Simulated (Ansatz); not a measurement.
Geometry optimisation, Ansatz, RKS PBE-D4/def2-mTZVP.

The input (input.yaml):

```yaml
crystal:
  periodic: [false, false, false]
  atoms:
    - { symbol: Ga, position_ang: [0.0, 0.0, 0.0] }
    - { symbol: H, position_ang: [0.0, 0.0, 1.57] }
    - { symbol: Cl, position_ang: [1.9398, 0.0, -1.12] }
    - { symbol: H, position_ang: [-1.3596, 0.0, -0.785] }
basis:
  gaussian: { orbitals: def2-mTZVP }
hamiltonian:
  xc: pbe
  dispersion: d4
relax:
  f_tol: 0.02
  max_steps: 40
```

Run as:

```bash
$ ansatz run input.yaml --threads 1 --pin off --max-ram 2048MiB --backend cpu --events-out ev --progress --plain --runs-dir out
```

Q: Where does it end, and by what steps?

A: It converged. After 3 steps the energy has fallen by 0.076 eV; Cl3 moved furthest, 0.11 Å.

```json
{"step": "0", "energy less start (eV)": "0.0000", "largest force component (eV/Å)": "0.803", "accepted": "yes"}
{"step": "1", "energy less start (eV)": "-0.0708", "largest force component (eV/Å)": "0.205", "accepted": "yes"}
{"step": "2", "energy less start (eV)": "-0.0757", "largest force component (eV/Å)": "0.051", "accepted": "yes"}
{"step": "3", "energy less start (eV)": "-0.0760", "largest force component (eV/Å)": "0.004", "accepted": "yes"}
```

```xyz
4
Properties=species:S:1:pos:R:3
Ga -0.043 0.000 0.025
H 0.104 0.000 1.587
Cl 1.842 0.000 -1.063
H -1.322 0.000 -0.883
```

Whether the end is a true minimum wasn't checked by a vibrational analysis.

The run took 5.4 s on 1 thread of Arm Neoverse V2, on a shared host, peak memory 0.11 GiB.
